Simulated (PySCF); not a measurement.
Mo(NH)(F)2(OH)2 (F₂H₃MoNO₂), SMILES [F][Mo]([OH])([F])(=[NH])[OH], multiplicity 1.

The structure is a stationary point at B3LYP-D3(BJ)/def2-SVP. The spin state was assumed, not searched. The structure was generated by enumeration; whether it is a known compound was not checked. The def2 effective core potentials stand for the cores of Mo; spin–orbit coupling is left out. Other conformers were not sampled.

The numbers are results of PBE/def2-TZVP (PySCF), not measurements.

```yaml
total_energy: -474.89813 hartree
highest_occupied_level: -7.56 eV
lowest_empty_level: -4.20 eV
orbital_gap: 3.36 eV
dipole_moment: 2.95 D
quadrupole, principal values (traceless, Buckingham form, about the centre of nuclear charge): -14.23, 5.14, 9.09 D·Å
mean_static_polarisability: 58.9 bohr³ (8.72 Å³)
polarisability_principal_values: 52.8, 59.0, 64.8 bohr³
```
